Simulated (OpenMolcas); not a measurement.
Nb3+ (d2) in a complex was computed by SS-CASPT2, IPEA 0.25 Eh, imaginary shift 0.1 Eh with the d shell active (OpenMolcas, ANO-RCC-VDZP on the metal). Its lowest spin-free states, and all those of the highest spin:

```csv
2S+1,Degeneracy,E (cm-1)
3,1,0
1,2,7750
3,3,10730
1,1,14830
3,3,15260
1,3,17470
1,3,19630
3,3,24140
1,2,27930
1,3,30640
1,1,39850
```

Is the site octahedral, tetrahedral or cube-like, axial, or of lower symmetry?

The states with 2S+1 = 3 have orbital degeneracies 1, 3, 3, 3. Threefold states need a cubic site. For d2 at this spin an octahedron puts the threefold T1 below the threefold T2 and a tetrahedron or cube puts the single A2 below the threefold T2, so the site is a tetrahedron or a cube, which this pattern cannot tell apart. The first gap at this spin, 10700 cm-1, is |10Dq| in ligand-field theory. The run had Nb3+ with 4 ligands (fluoride) in tetrahedral coordination (Td) at 1.9 Å. A charge of +0.25 e stands 2.4 Å behind each ligand. Ligand basis ANO-RCC-VDZP.

Roots that are degenerate in the reference are averaged as groups; the widest CASPT2 spread within a group is 430 cm-1 (the 3-fold group of multiplicity 1 near 17500 cm-1 above the lowest state of its run). Shifts and gaps below about the spread of the groups concerned are not significant. The least metal-like active orbital is 76 % on the metal (Löwdin) and no ligand orbital is active, so the numbers are rough. Ligand-to-metal charge-transfer states are missing. These CASPT2 states fit no ligand-field parameters well, so their order and spin gaps are uncertain. With no ligand orbital active B as a rule stays too high, so bands that hang on it stand too high and its fall with covalency is understated. With one d shell and no ligand orbital active, 10Dq can be off by a tenth or more. No measured value stands beside these numbers; the geometry was imposed, not optimised, and the real ion may take another.
